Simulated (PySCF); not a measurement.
Be(SeH)(GeH3) (BeGeH4Se), SMILES [SeH][Be][GeH3].

Geometry optimised at B3LYP-D3(BJ)/def2-SVP. The structure was generated by enumeration; whether it is a known compound was not checked. One conformer was computed; it need not be the lowest.

These are IEF-PCM-ωB97X/def2-SVP run with PySCF values and carry that method's errors.

The values are the electrostatic part of the solvation free energy, E(continuum) − E(gas) at the gas-phase geometry, in a cavity of scaled van der Waals radii (PySCF's table); cavitation and dispersion terms are not included. A continuum can't describe solvent molecules that bind to the metal. In vacuum the orbital gap is 10.15 eV. The dipole moment in vacuum is 0.78 D.

| solvent | ε | ΔG(elec) (kcal/mol) | dipole (D) | gap (eV) |
|---|---|---|---|---|
| water | 78.36 | -5.5 | 1.06 | 10.55 |
| cyclohexanone | 15.62 | -4.9 | 1.03 | 10.51 |
| ethylethanoate | 5.99 | -4.0 | 0.98 | 10.44 |
